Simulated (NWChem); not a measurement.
System: C6H9O, doublet; SMILES [CH]1CC(=O)CCC1

NWChem printed, in part:

```
             Northwest Computational Chemistry Package (NWChem) 7.3.0
             --------------------------------------------------------

                             Geometry "geometry" -> ""
                             -------------------------

 Output coordinates in angstroms (scale by  1.889725989 to convert to a.u.)

  No.       Tag          Charge          X              Y              Z
 ---- ---------------- ---------- -------------- -------------- --------------
    1 O                    8.0000    -0.50859000    -2.30830800    -0.18452300
    2 C                    6.0000    -0.24077200    -1.14018700    -0.31679200
    3 C                    6.0000     1.19682700    -0.63915000    -0.29608500
    4 C                    6.0000     1.36112500     0.69273300     0.35034600
    5 C                    6.0000     0.31169900     1.73296200     0.17010500
    6 C                    6.0000    -1.09186500     1.14783900     0.33980900
    7 C                    6.0000    -1.29555100    -0.07892100    -0.54938400
    8 H                    1.0000     1.82711500    -1.41926400     0.15617900
    9 H                    1.0000     1.49906200    -0.59308700    -1.36907900
   10 H                    1.0000     2.33376500     0.95801800     0.77288600
   11 H                    1.0000     0.46916700     2.56878900     0.86981500
   12 H                    1.0000     0.38473600     2.17824900    -0.84774900
   13 H                    1.0000    -1.23879900     0.85874900     1.39428600
   14 H                    1.0000    -1.85676900     1.90687500     0.11186000
   15 H                    1.0000    -2.28173500    -0.54389500    -0.40937700
   16 H                    1.0000    -1.21922200     0.22365200    -1.61123700

 Effective nuclear repulsion energy (a.u.)     298.1932482220

                                 NWChem DFT Module
                                 -----------------

 Summary of "ao basis" -> "ao basis" (spherical)
 ------------------------------------------------------------------------------
       Tag                 Description            Shells   Functions and Types
 ---------------- ------------------------------  ------  ---------------------
 O                           6-31g*                  6       14   3s2p1d
 C                           6-31g*                  6       14   3s2p1d
 H                           6-31g*                  2        2   2s

 in cosmo_initialize ...
 calling solv_data for solv:chcl3

 solvent parameters
 solvname_short: chcl3
 solvname_long:  chloroform
 dielec:        4.7113
 dielecinf:     2.0906
 nonaqueous SMD model solvent descriptors
 dielec:        4.7113
 sola:          0.1500
 solb:          0.0200
 solc:          0.0000
 solg:         38.3900
 solh:          0.7500
 soln:          1.4459

          ---------------
          -cosmo- solvent
          ---------------
 Cosmo: York-Karplus, doi: 10.1021/jp992097l
 dielectric constant -eps-     =   4.71
 screen = (eps-1)/(eps    )    =   0.78774
 surface charge correction     = lagrangian

   van der Waals surface
 --------------------------

 ---------- ATOMIC COORDINATES (A.U.) ------------ VDWR(ANG.) --
     1   -0.96109574   -4.36206962   -0.34869791     2.024
     2   -0.45499311   -2.15464101   -0.59865008     1.850
     3    2.26167509   -1.20781837   -0.55951952     1.850
     4    2.57215329    1.30907555    0.66205794     1.850
     5    0.58902570    3.27482333    0.32145184     1.850
     6   -2.06332567    2.16910119    0.64214590     1.850
     7   -2.44823639   -0.14913906   -1.03818522     1.850
     8    3.45274670   -2.68202007    0.29513552     1.200
     9    2.83281642   -1.12077192   -2.58718417     1.200
    10    4.41017637    1.81039151    1.46054276     1.200
    11    0.88659707    4.85430733    1.64371201     1.200
    12    0.72704562    4.11629374   -1.60201332     1.200
    13   -2.34099066    1.62280030    2.63481849     1.200
    14   -3.50878463    3.60347124    0.21138475     1.200
    15   -4.31185393   -1.02781252   -0.77361036     1.200
    16   -2.30399550    0.42264100   -3.04479643     1.200
 number of segments per atom =        128
 number of   points per atom =        128
 atom (   nspa,  nppa )
 ----------------------
    1 (     88,     0 )       0
    2 (     19,     0 )       0
    3 (     33,     0 )       0
    4 (     46,     0 )       0
    5 (     40,     0 )       0
    6 (     41,     0 )       0
    7 (     31,     0 )       0
    8 (     53,     0 )       0
    9 (     54,     0 )       0
   10 (     56,     0 )       0
   11 (     55,     0 )       0
   12 (     56,     0 )       0
   13 (     54,     0 )       0
   14 (     55,     0 )       0
   15 (     51,     0 )       0
   16 (     52,     0 )       0
 number of -cosmo- surface points =      784
 molecular surface =    141.705 angstrom**2
 molecular volume  =    124.019 angstrom**3
 -lineq- algorithm             =   0
 -bem- low  level              =   3
 -bem- from -octahedral-
 gaussian surface charge width =   4.50000
 degree of switching           =   1.00000
 switching function tolerance  =   0.00010
 atomic radii =
 --------------
    1  8.000  2.024
    2  6.000  1.850
    3  6.000  1.850
    4  6.000  1.850
    5  6.000  1.850
    6  6.000  1.850
    7  6.000  1.850
    8  1.000  1.200
    9  1.000  1.200
   10  1.000  1.200
   11  1.000  1.200
   12  1.000  1.200
   13  1.000  1.200
   14  1.000  1.200
   15  1.000  1.200
   16  1.000  1.200
 ...... end of -cosmo- initialization ......

 nat:                    16
 ixmem:                 13686
 calling mnsol_interface()
 G(SMD-CDS) energy (kcal/mol)  =    -3.000
 SMD-CDS SASA (angstrom**2)    =   169.447

            General Information
            -------------------
          SCF calculation type: DFT
          Wavefunction type:  spin polarized.
          No. of atoms     :    16
          No. of electrons :    53
           Alpha electrons :    27
            Beta electrons :    26
          Charge           :     0
          Spin multiplicity:     2
          Use of symmetry is: off; symmetry adaption is: off
          Maximum number of iterations: 150
          AO basis - number of functions:   116
                     number of shells:    60
          Convergence on energy requested:  1.00D-06
          Convergence on density requested:  1.00D-05
          Convergence on gradient requested:  5.00D-04

[...]

                                COSMO-SMD solvation results
                                ---------------------------

             internal energy in gas <Psi(g)|H|Psi(g)> =      -309.171529355202
         internal energy in solvent <Psi(s)|H|Psi(s)> =      -309.170718725447
                               delta internal energy  =         0.000810629755 (    0.51 kcal/mol)
   total free energy in solvent <Psi(s)|H+V/2|Psi(s)> =      -309.178112592790
 polarization energy contribution <Psi(s)|V/2|Psi(s)> =        -0.007393867343 (   -4.64 kcal/mol)
    total free energy in solvent including G(SMD-CDS) =      -309.182893362413
                       G(SMD-CDS) energy contribution =        -0.004780769623 (   -3.00 kcal/mol)
     1 M fixed-concentration free energy of solvation =        -0.011364007211 (   -7.13 kcal/mol)

                    DFT Final Alpha Molecular Orbital Analysis
                    ------------------------------------------

 Vector   25  Occ=1.000000D+00  E=-3.910540D-01
              MO Center= -2.7D-01,  6.1D-01,  1.0D-01, r^2= 4.2D+00
   Bfn.  Coefficient  Atom+Function         Bfn.  Coefficient  Atom+Function
  ----- ------------  ---------------      ----- ------------  ---------------
    88      0.215411   7 C  py               59      0.212809   5 C  px
    73     -0.208347   6 C  px               74     -0.192776   6 C  py
     5     -0.179014   1 O  pz               60      0.168494   5 C  py
   105      0.164263  11 H  s               106      0.159723  11 H  s
    87      0.133371   7 C  px              113     -0.129904  15 H  s

 Vector   26  Occ=1.000000D+00  E=-3.165277D-01
              MO Center= -2.5D-01, -1.2D+00, -2.0D-01, r^2= 3.2D+00
   Bfn.  Coefficient  Atom+Function         Bfn.  Coefficient  Atom+Function
  ----- ------------  ---------------      ----- ------------  ---------------
     3      0.475416   1 O  px                7      0.358175   1 O  px
    90      0.238131   7 C  s                34     -0.223850   3 C  s
    31      0.222512   3 C  px               88     -0.187360   7 C  py
    17     -0.185941   2 C  px               35      0.164016   3 C  px
    47     -0.156393   4 C  pz               87      0.155929   7 C  px

 Vector   27  Occ=1.000000D+00  E=-2.393432D-01
              MO Center=  1.1D+00,  5.3D-01,  1.7D-01, r^2= 2.5D+00
   Bfn.  Coefficient  Atom+Function         Bfn.  Coefficient  Atom+Function
  ----- ------------  ---------------      ----- ------------  ---------------
    47      0.470992   4 C  pz               51      0.446199   4 C  pz
   102      0.215610   9 H  s                45     -0.207021   4 C  px
   108      0.202769  12 H  s                49     -0.189527   4 C  px
    46     -0.169999   4 C  py               50     -0.163502   4 C  py
    48      0.134538   4 C  s               101      0.132527   9 H  s

 Vector   28  Occ=0.000000D+00  E= 4.116679D-02
              MO Center= -2.8D-01, -1.2D+00, -3.2D-01, r^2= 2.5D+00
   Bfn.  Coefficient  Atom+Function         Bfn.  Coefficient  Atom+Function
  ----- ------------  ---------------      ----- ------------  ---------------
    23      0.513256   2 C  pz               19      0.481731   2 C  pz
     9     -0.423644   1 O  pz               62     -0.410576   5 C  s
     5     -0.378608   1 O  pz              102      0.323685   9 H  s
   116      0.319811  16 H  s                77      0.248598   6 C  px
    20      0.220705   2 C  s               112      0.221690  14 H  s

 Vector   29  Occ=0.000000D+00  E= 1.452029D-01
              MO Center=  5.1D-02,  7.7D-01,  1.5D-01, r^2= 7.4D+00
   Bfn.  Coefficient  Atom+Function         Bfn.  Coefficient  Atom+Function
  ----- ------------  ---------------      ----- ------------  ---------------
    76      1.004176   6 C  s               106     -0.916831  11 H  s
   100     -0.804222   8 H  s               114     -0.765032  15 H  s
    62      0.686702   5 C  s                90      0.590103   7 C  s
   104     -0.588110  10 H  s               112     -0.553749  14 H  s
    34      0.537651   3 C  s                48      0.523328   4 C  s

 Vector   30  Occ=0.000000D+00  E= 1.812843D-01
              MO Center=  1.8D-01,  4.8D-01, -7.7D-01, r^2= 6.1D+00
   Bfn.  Coefficient  Atom+Function         Bfn.  Coefficient  Atom+Function
  ----- ------------  ---------------      ----- ------------  ---------------
   116     -1.154341  16 H  s                90      1.135342   7 C  s
    34      0.821458   3 C  s               102     -0.822442   9 H  s
    48     -0.761190   4 C  s               108     -0.721717  12 H  s
   104      0.703182  10 H  s                65     -0.590480   5 C  pz
    20     -0.519660   2 C  s                93     -0.501114   7 C  pz

                     DFT Final Beta Molecular Orbital Analysis
                     -----------------------------------------

 Vector   24  Occ=1.000000D+00  E=-3.961902D-01
              MO Center= -3.0D-01,  4.4D-01,  3.3D-02, r^2= 4.2D+00
   Bfn.  Coefficient  Atom+Function         Bfn.  Coefficient  Atom+Function
  ----- ------------  ---------------      ----- ------------  ---------------
    59      0.228734   5 C  px               89     -0.205965   7 C  pz
    75      0.193780   6 C  pz               73     -0.170141   6 C  px
    46      0.165593   4 C  py                5      0.152241   1 O  pz
    32     -0.151974   3 C  py              109      0.133497  13 H  s
   110      0.133666  13 H  s               116      0.129492  16 H  s

 Vector   25  Occ=1.000000D+00  E=-3.890227D-01
              MO Center= -2.0D-01,  5.8D-01,  1.0D-01, r^2= 4.3D+00
   Bfn.  Coefficient  Atom+Function         Bfn.  Coefficient  Atom+Function
  ----- ------------  ---------------      ----- ------------  ---------------
    59      0.224447   5 C  px               73     -0.213456   6 C  px
    88      0.208040   7 C  py                5     -0.179676   1 O  pz
    74     -0.178581   6 C  py              105      0.157083  11 H  s
   106      0.153669  11 H  s                60      0.152468   5 C  py
    87      0.129704   7 C  px               45     -0.127561   4 C  px

 Vector   26  Occ=1.000000D+00  E=-3.113690D-01
              MO Center= -3.2D-01, -1.3D+00, -2.2D-01, r^2= 2.9D+00
   Bfn.  Coefficient  Atom+Function         Bfn.  Coefficient  Atom+Function
  ----- ------------  ---------------      ----- ------------  ---------------
     3      0.489720   1 O  px                7      0.370846   1 O  px
    31      0.235454   3 C  px               90      0.236123   7 C  s
    34     -0.231200   3 C  s                17     -0.200908   2 C  px
    88     -0.189128   7 C  py               35      0.170915   3 C  px
    87      0.162074   7 C  px               92     -0.122283   7 C  py

 Vector   27  Occ=0.000000D+00  E= 5.775924D-03
              MO Center=  1.1D+00,  5.6D-01,  1.8D-01, r^2= 2.7D+00
   Bfn.  Coefficient  Atom+Function         Bfn.  Coefficient  Atom+Function
  ----- ------------  ---------------      ----- ------------  ---------------
    51      0.518364   4 C  pz               47      0.373741   4 C  pz
   102      0.373142   9 H  s               108      0.313339  12 H  s
    49     -0.242947   4 C  px               76     -0.222361   6 C  s
    90     -0.208494   7 C  s                48      0.200288   4 C  s
   112      0.193620  14 H  s                50     -0.163282   4 C  py

 Vector   28  Occ=0.000000D+00  E= 4.452819D-02
              MO Center= -1.9D-01, -1.1D+00, -2.6D-01, r^2= 2.7D+00
   Bfn.  Coefficient  Atom+Function         Bfn.  Coefficient  Atom+Function
  ----- ------------  ---------------      ----- ------------  ---------------
    23      0.513381   2 C  pz               19      0.479457   2 C  pz
     9     -0.418317   1 O  pz               62     -0.382242   5 C  s
     5     -0.372655   1 O  pz              116      0.292342  16 H  s
    77      0.243013   6 C  px              102      0.236423   9 H  s
    51     -0.216606   4 C  pz               20      0.201964   2 C  s

 Vector   29  Occ=0.000000D+00  E= 1.464374D-01
              MO Center= -3.4D-02,  7.6D-01,  1.0D-01, r^2= 7.4D+00
   Bfn.  Coefficient  Atom+Function         Bfn.  Coefficient  Atom+Function
  ----- ------------  ---------------      ----- ------------  ---------------
    76      1.009305   6 C  s               106     -0.932904  11 H  s
   100     -0.812296   8 H  s               114     -0.793511  15 H  s
    62      0.733666   5 C  s                90      0.595780   7 C  s
    34      0.552779   3 C  s               112     -0.546177  14 H  s
    64      0.531405   5 C  py              104     -0.495115  10 H  s

   alpha - beta orbital overlaps
   -----------------------------

   alpha      1      2      3      4      5      6      7      8      9     10
    beta      1      2      7      3      4      6      5      8      9     10
 overlap   1.000  1.000  0.992  0.998  0.994  0.970  0.959  1.000  0.994  0.985

   alpha     11     12     13     14     15     16     17     18     19     20
    beta     11     12     13     14     15     16     17     18     19     20
 overlap   0.989  0.982  0.977  0.990  0.998  0.982  0.959  0.984  0.966  0.934

   alpha     21     22     23     24     25     26     27     28     29     30
    beta     21     22     23     24     25     26     27     28     29     30
 overlap   0.959  0.994  0.985  0.988  0.998  0.985  0.938  0.973  0.997  0.929

[...]
```

Level: M05-2X/6-31G* (spherical d), spin-unrestricted, SMD on the gas-phase geometry. The geometry was optimised at PBE0/def2-SVP, spin-unrestricted. No frequency run checked for a minimum. No stability test was run on the SCF state. Solvent: chloroform.

Question: Reconstruct the input file.

Answer: Several could match; the one computed here: the input that was run:
```
start job
memory heap 200 mb stack 900 mb global 1100 mb
geometry units angstroms noautosym nocenter noautoz
  O     -0.508590    -2.308308    -0.184523
  C     -0.240772    -1.140187    -0.316792
  C      1.196827    -0.639150    -0.296085
  C      1.361125     0.692733     0.350346
  C      0.311699     1.732962     0.170105
  C     -1.091865     1.147839     0.339809
  C     -1.295551    -0.078921    -0.549384
  H      1.827115    -1.419264     0.156179
  H      1.499062    -0.593087    -1.369079
  H      2.333765     0.958018     0.772886
  H      0.469167     2.568789     0.869815
  H      0.384736     2.178249    -0.847749
  H     -1.238799     0.858749     1.394286
  H     -1.856769     1.906875     0.111860
  H     -2.281735    -0.543895    -0.409377
  H     -1.219222     0.223652    -1.611237
end
basis spherical
  * library 6-31g*
end
dft
  odft
  mult 2
  xc m05-2x
  iterations 150
end
cosmo
  do_cosmo_smd true
  solvent chcl3
end
task dft energy
```
